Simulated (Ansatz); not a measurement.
Molecule: tribromo(chloro)germane, sum formula GeBr3Cl, net charge 0, singlet state. 
Geometry from a B3LYP-D3(BJ)/def2-TZVP (Ansatz, a quantum-chemistry and plane-wave program) optimisation:
SMILES: [Cl][Ge]([Br])([Br])[Br]
```xyz
5

Cl    -0.0238     0.0989     2.4149
Ge    -0.0027     0.0112     0.2731
Br     2.0502    -0.7499    -0.4242
Br    -1.6519    -1.4245    -0.4330
Br    -0.3843     2.1161    -0.5655
```
Charge 0, spin multiplicity 1.

Wanted: vertical triplet-singlet gap (E(triplet) - E(singlet); each state is the SCF solution reached for its spin; the molecule has degenerate orbitals, so one determinant may break the symmetry), in eV. Cores are frozen in the correlated levels unless marked. Open shells are spin-unrestricted. Spin-orbit coupling is left out. Frozen are the shells of the preceding noble gas and the d and f shells that filled before the atom's block. No relativistic terms. CBS(X,Y): correlation extrapolated as X^-3; Hartree-Fock from the larger set. [CCSD(T)-MP2]/basis is that difference in the basis named.

```tsv
level	program	vertical triplet-singlet gap (eV)
B3LYP/def2-TZVPD	Ansatz	___
BHLYP/def2-TZVPD	Ansatz	4.83
CAM-B3LYP/def2-TZVPD	Ansatz	___
wB97M-V/def2-TZVPD	Ansatz	___
wB97X-V/def2-TZVPD	Ansatz	5.06
SCS-MP2/def2-TZVPPD	Ansatz	5.48
CCSD/def2-SVPD	Ansatz	___
CCSD/def2-TZVPPD	Ansatz	5.27
RI-MP2/CBS(def2-TZVPPD,def2-QZVPPD)+[CCSD(T)-MP2]/def2-TZVPPD	Ansatz	5.27
```

### Question
What belongs in the gaps?

### Answer

- B3LYP/def2-TZVPD, vertical triplet-singlet gap (eV): 4.16
- CAM-B3LYP/def2-TZVPD, vertical triplet-singlet gap (eV): 4.66
- wB97M-V/def2-TZVPD, vertical triplet-singlet gap (eV): 4.93
- CCSD/def2-SVPD, vertical triplet-singlet gap (eV): 5.20
